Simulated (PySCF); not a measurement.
PySCF input file for Cl2GeH, SMILES [Cl][GeH][Cl], multiplicity 2, TDA-CAM-B3LYP/def2-SVPD. Geometry: B3LYP-D3(BJ)/def2-TZVP. The isomer is the one that the SMILES or the coordinates give; other isomers of the formula were not compared.

```python
import numpy as np
from pyscf import gto, scf, dft, tdscf

mol = gto.M(
    atom='''
    Cl    0.02466648    0.64072086    1.76017655
    Ge   -0.06485875   -0.63394503    0.00000000
    Cl    0.02466648    0.64072086   -1.76017655
    H     1.23681962   -1.49826812    0.00000000
    ''',
    basis='def2-SVPD',
    charge=0,
    spin=1,
    max_memory=1600,
    verbose=4,
)
mf = dft.UKS(mol, xc='cam-b3lyp').density_fit(auxbasis='def2-universal-jkfit')
mf.grids.level = 3
mf.conv_tol = 1e-9
mf.max_cycle = 100
mf.kernel()
fine, coarse = mf.grids, dft.Grids(mol).set(level=1).build(with_non0tab=True)
for _ in range(3):  # follow internal instabilities
    mf.grids = coarse
    mo, _, stable, _ = mf.stability(return_status=True, nroots=4)
    mf.grids = fine
    if stable:
        break
    mf.kernel(mf.make_rdm1(mo, mf.mo_occ))
mf.grids = dft.Grids(mol).set(level=1).build(with_non0tab=True)  # coarser grid for the response kernel
td = tdscf.TDA(mf)
td.nstates = 10
td.conv_tol = 1e-4
td.kernel(x0=td.get_init_guess(mf, 15))
td.analyze()
```

Output:

```
PySCF version 2.14.0

[INPUT] verbose = 4
[INPUT] num. atoms = 4
[INPUT] num. electrons = 67
[INPUT] charge = 0
[INPUT] spin (= nelec alpha-beta = 2S) = 1
[INPUT] symmetry False subgroup None
[INPUT] Mole.unit = angstrom
[INPUT] Symbol           X                Y                Z      unit          X                Y                Z       unit  Magmom
[INPUT]  1 Cl     0.024666480000   0.640720860000   1.760176550000 AA    0.046612891657   1.210786947696   3.326251610382 Bohr   0.0
[INPUT]  2 Ge    -0.064858750000  -0.633945030000   0.000000000000 AA   -0.122565274282  -1.197982484729   0.000000000000 Bohr   0.0
[INPUT]  3 Cl     0.024666480000   0.640720860000  -1.760176550000 AA    0.046612891657   1.210786947696  -3.326251610382 Bohr   0.0
[INPUT]  4 H      1.236819620000  -1.498268120000   0.000000000000 AA    2.337250347289  -2.831316407967   0.000000000000 Bohr   0.0

nuclear repulsion = 324.929630226496
number of shells = 40
number of NR pGTOs = 180
number of NR cGTOs = 100
basis = def2-SVPD
ecp = {}


[settings echo left out]
init E= -2997.06843406941
  alpha nocc = 34  HOMO = -0.190189708066193  LUMO = -0.019151783614785
  beta  nocc = 33  HOMO = -0.384296242373612  LUMO = -0.190189708066194

WARN: HOMO -0.190189708066193 >= LUMO -0.190189708066194

cycle= 1 E= -2997.58551700826  delta_E= -0.517  |g|= 0.387  |ddm|=  1.5
  alpha nocc = 34  HOMO = -0.330348889986458  LUMO = -0.028624571662978
  beta  nocc = 33  HOMO = -0.355702084729027  LUMO = -0.175960502699221
  HOMO = -0.330348889986  LUMO = -0.175960502699  gap/eV = 4.20112
cycle= 2 E= -2997.57350681202  delta_E= 0.012  |g|= 0.463  |ddm|= 0.926
  alpha nocc = 34  HOMO = -0.313334335806165  LUMO = 5.64434761662902e-05
  beta  nocc = 33  HOMO = -0.391722099720361  LUMO = -0.12898524832045
  HOMO = -0.313334335806  LUMO = -0.12898524832  gap/eV = 5.01639
cycle= 3 E= -2997.65653024526  delta_E= -0.083  |g|= 0.0132  |ddm|= 0.462
  alpha nocc = 34  HOMO = -0.31168753155445  LUMO = 0.00558560181705392
  beta  nocc = 33  HOMO = -0.391816717919124  LUMO = -0.118274425165306
  HOMO = -0.311687531554  LUMO = -0.118274425165  gap/eV = 5.26304
cycle= 4 E= -2997.65689540181  delta_E= -0.000365  |g|= 0.00562  |ddm|= 0.0635
  alpha nocc = 34  HOMO = -0.313665772352067  LUMO = 0.00463219540559701
  beta  nocc = 33  HOMO = -0.391899851341268  LUMO = -0.118772516360652
  HOMO = -0.313665772352  LUMO = -0.118772516361  gap/eV = 5.30332
cycle= 5 E= -2997.65695104924  delta_E= -5.56e-05  |g|= 0.00222  |ddm|= 0.0212
  alpha nocc = 34  HOMO = -0.313848729036092  LUMO = 0.0047338261476817
  beta  nocc = 33  HOMO = -0.391990057456999  LUMO = -0.118584111356725
  HOMO = -0.313848729036  LUMO = -0.118584111357  gap/eV = 5.31342
cycle= 6 E= -2997.65695978026  delta_E= -8.73e-06  |g|= 0.000752  |ddm|= 0.00826
  alpha nocc = 34  HOMO = -0.313836198958151  LUMO = 0.0047693372826858
  beta  nocc = 33  HOMO = -0.391939613104832  LUMO = -0.118533318173893
  HOMO = -0.313836198958  LUMO = -0.118533318174  gap/eV = 5.31446
cycle= 7 E= -2997.65696177366  delta_E= -1.99e-06  |g|= 0.000317  |ddm|= 0.00464
  alpha nocc = 34  HOMO = -0.313841141910539  LUMO = 0.0047650279760667
  beta  nocc = 33  HOMO = -0.392018945863523  LUMO = -0.118532634793078
  HOMO = -0.313841141911  LUMO = -0.118532634793  gap/eV = 5.31462
cycle= 8 E= -2997.656962003  delta_E= -2.29e-07  |g|= 0.000134  |ddm|= 0.00136
  alpha nocc = 34  HOMO = -0.313842064372974  LUMO = 0.00477690396690456
  beta  nocc = 33  HOMO = -0.392002889210561  LUMO = -0.118545026849154
  HOMO = -0.313842064373  LUMO = -0.118545026849  gap/eV = 5.31430
cycle= 9 E= -2997.65696204097  delta_E= -3.8e-08  |g|= 3.16e-05  |ddm|= 0.000601
  alpha nocc = 34  HOMO = -0.313838248440926  LUMO = 0.00477768814276436
  beta  nocc = 33  HOMO = -0.3920048251137  LUMO = -0.118546462640118
  HOMO = -0.313838248441  LUMO = -0.11854646264  gap/eV = 5.31416
cycle= 10 E= -2997.65696204398  delta_E= -3.01e-09  |g|= 1.13e-05  |ddm|= 0.000161
  alpha nocc = 34  HOMO = -0.313838262552627  LUMO = 0.00477786660163959
  beta  nocc = 33  HOMO = -0.392003986592721  LUMO = -0.118547008690058
  HOMO = -0.313838262553  LUMO = -0.11854700869  gap/eV = 5.31415
cycle= 11 E= -2997.65696204429  delta_E= -3.13e-10  |g|= 5.19e-06  |ddm|= 4.32e-05
  alpha nocc = 34  HOMO = -0.313838584942577  LUMO = 0.00477754815876041
  beta  nocc = 33  HOMO = -0.392004485230033  LUMO = -0.118547204291152
  HOMO = -0.313838584943  LUMO = -0.118547204291  gap/eV = 5.31415
Extra cycle  E= -2997.65696204435  delta_E= -5.91e-11  |g|= 3.18e-06  |ddm|= 1.51e-05
converged SCF energy = -2997.65696204435  <S^2> = 0.75400972  2S+1 = 2.0040057
tot grids = 22520
uhf_internal: lowest eigs of H = [0.27316167 0.2765898  0.28902324 0.32283946]
<class 'pyscf.df.df_jk.DFUKS'> wavefunction is stable in the internal stability analysis
tot grids = 22520


******** <class 'pyscf.tdscf.uks.TDA'> for <class 'pyscf.df.df_jk.DFUKS'> ********
nstates = 10
deg_eia_thresh = 1.000e-03
wfnsym = None
conv_tol = 0.0001
eigh lindep = 1e-12
eigh level_shift = 0
eigh max_cycle = 100


Excitation energies (eV)
[3.82148335 3.8682617  4.08711437 4.58816654 4.84578922 5.15177767
 5.49709177 5.69069744 6.15477135 6.75182089]

** Excitation energies and oscillator strengths **
Excited State   1:      3.82148 eV    324.44 nm  f=0.0001
      33b ->   34b     -0.98745
Excited State   2:      3.86826 eV    320.52 nm  f=0.0062
      32b ->   34b     -0.98516
Excited State   3:      4.08711 eV    303.35 nm  f=0.0178
      34a ->   36a      0.11081
      31b ->   34b     -0.97113
Excited State   4:      4.58817 eV    270.23 nm  f=0.0002
      34a ->   35a     -0.62789
      30b ->   34b     -0.75074
Excited State   5:      4.84579 eV    255.86 nm  f=0.0462
      34a ->   35a     -0.75652
      30b ->   34b      0.61853
Excited State   6:      5.15178 eV    240.66 nm  f=0.0492
      34a ->   36a     -0.96829
      34a ->   41a      0.10891
Excited State   7:      5.49709 eV    225.55 nm  f=0.0066
      34a ->   37a     -0.10214
      29b ->   34b      0.95808
Excited State   8:      5.69070 eV    217.87 nm  f=0.0318
      33a ->   35a     -0.10280
      28b ->   34b     -0.96948
Excited State   9:      6.15477 eV    201.44 nm  f=0.0629
      34a ->   37a      0.91674
      34a ->   38a     -0.30358
      29b ->   34b      0.11200
      32b ->   35b      0.10867
Excited State  10:      6.75182 eV    183.63 nm  f=0.0022
      32a ->   36a      0.14550
      33a ->   35a      0.75254
      33b ->   35b     -0.56074
      33b ->   37b      0.10401

** Transition electric dipole moments (AU) **
state          X           Y           Z        Dip. S.      Osc.
  1         0.0000     -0.0000     -0.0367      0.0013      0.0001
  2         0.2130     -0.1414     -0.0000      0.0654      0.0062
  3        -0.0000      0.0000     -0.4216      0.1777      0.0178
  4        -0.0320     -0.0305     -0.0000      0.0020      0.0002
  5         0.2376      0.5771      0.0000      0.3895      0.0462
  6        -0.0000      0.0000     -0.6243      0.3898      0.0492
  7        -0.0837      0.2046      0.0000      0.0489      0.0066
  8         0.0000     -0.0000     -0.4774      0.2279      0.0318
  9        -0.5706      0.3028      0.0000      0.4172      0.0629
 10         0.0000     -0.0000     -0.1154      0.0133      0.0022

** Transition velocity dipole moments (imaginary part, AU) **
state          X           Y           Z        Dip. S.      Osc.
  1         0.0000     -0.0000     -0.0217      0.0005      0.0022
  2         0.0078     -0.0256      0.0000      0.0007      0.0034
  3        -0.0000      0.0000     -0.0035      0.0000      0.0001
  4         0.0265      0.0252      0.0000      0.0013      0.0053
  5         0.0628      0.0459      0.0000      0.0061      0.0227
  6         0.0000      0.0000     -0.0689      0.0047      0.0167
  7         0.0016     -0.0012      0.0000      0.0000      0.0000
  8        -0.0000     -0.0000     -0.0592      0.0035      0.0112
  9        -0.0925      0.0289      0.0000      0.0094      0.0277
 10         0.0000     -0.0000     -0.0240      0.0006      0.0016

** Transition magnetic dipole moments (imaginary part, AU) **
state          X           Y           Z
  1        -0.1285      0.2148     -0.0000
  2         0.0000     -0.0000     -0.6081
  3        -0.0334     -0.0741      0.0000
  4         0.0000     -0.0000      0.3053
  5         0.0000     -0.0000      0.3950
  6        -0.5179      0.8343      0.0000
  7         0.0000     -0.0000      0.3676
  8        -0.3314      0.6588      0.0000
  9         0.0000     -0.0000      1.0598
 10         0.0034      0.0717      0.0000
```

The run converged.

Cost: very roughly 2.3 core-minutes.
